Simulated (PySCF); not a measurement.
CH2F3O3S (SMILES O=S(=O)([OH2+])C(F)(F)F), charge +1, singlet, at a GFN2-xTB geometry, with bond 10-4 at 2.0 times its length. Base run: SVWN5/STO-3G in PySCF.

Input for PySCF:
```python
from pyscf import gto, scf, dft

mol = gto.Mole()
mol.atom = '''
    O    -1.158827   -1.436050    0.611836
    S    -0.688260   -0.123378    0.509018
    O    -1.070127    0.956060    1.311580
    O    -1.456276    0.398058   -1.176182
    C     1.072983    0.023007   -0.214665
    F     1.917282   -0.282278    0.721943
    F     1.186975    1.261129   -0.609567
    F     1.110093   -0.812264   -1.216079
    H    -1.965133   -0.275410   -1.676104
    H    -2.359561    2.137114   -1.273307
'''
mol.basis = 'sto-3g'
mol.charge = 1
mol.spin = 0
mol.verbose = 4
mol.build()

mf = dft.RKS(mol)
mf.xc = 'lda,vwn'
mf.kernel()
```

The base run was repeated with changes; each row names its change, and settings that it needs were set with it.

```
change                                       ΔE vs base (mEh)  SCF cycles        outcome
-------------------------------------------  ----------------  ----------  -------------
base                                                    0.000          18      converged
level_shift = 0.1 (with mf.max_cycle = 100)             0.000          22      converged
level_shift = 0.5 (with mf.max_cycle = 100)                 -          72  not converged
level_shift = 1.0 (with mf.max_cycle = 100)                 -         100  not converged
conv_tol = 1e-6                                             -          14  not converged
level_shift = 0.3 (with mf.max_cycle = 100)             0.000          54      converged
init_guess = mod_huckel                                 0.000          30      converged
conv_tol = 1e-12                                        0.000          21      converged
init_guess = 1e                                         0.000          22      converged
conv_tol = 1e-4                                         0.006          13      converged
DIIS = ADIIS                                            0.000          47      converged
conv_tol_grad = 1e-7                                    0.000          21      converged
DIIS = EDIIS                                                -          50  not converged
```
